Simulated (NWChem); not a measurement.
System: CBrCl3; SMILES ClC(Br)(Cl)Cl

All runs: NWChem. Structure relaxed at the PBE0/def2-SVP level.

For level KT2/def2-SVP:

| Quantity | Value |
|---|---|
| highest occupied level (eV) | -7.14 |
| orbital gap (eV) | 4.39 |

What are these values for level OLYP/def2-SVP?


| Item | Value |
|---|---|
| highest occupied level (eV) | -6.94 |
| orbital gap (eV) | 4.60 |
